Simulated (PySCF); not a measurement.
```xyz
12

C     -2.0415    -0.6689     0.3544
Si    -1.2647     0.9602    -0.1240
Si     0.8016     1.1854    -0.6457
Si     2.2806    -0.4715    -0.0075
H     -1.2723    -1.4303     0.4917
H     -2.7385    -1.0087    -0.4152
H     -2.5963    -0.5649     1.2904
H     -2.2522     2.0332    -0.4037
H      1.3016     2.5506    -0.9424
H      3.1334    -0.0663     1.1429
H      3.1793    -0.8639    -1.1271
H      1.4690    -1.6550     0.3862
```

Charge 0, multiplicity 1.

**Question.** Give the Mulliken and meta-Löwdin atomic charges from PBE-D3(BJ)/def2-TZVP // PBE0-D3(BJ)/def2-TZVP (PySCF).

**Answer.** 
```csv
atom,Mulliken (e),meta-Löwdin (e)
C1,-0.45,-0.57
Si2,0.08,0.29
Si3,-0.07,-0.09
Si4,0.03,0.20
H5,0.15,0.14
H6,0.15,0.14
H7,0.15,0.14
H8,0.00,-0.05
H9,0.01,-0.03
H10,-0.01,-0.06
H11,-0.01,-0.06
H12,-0.02,-0.06
```
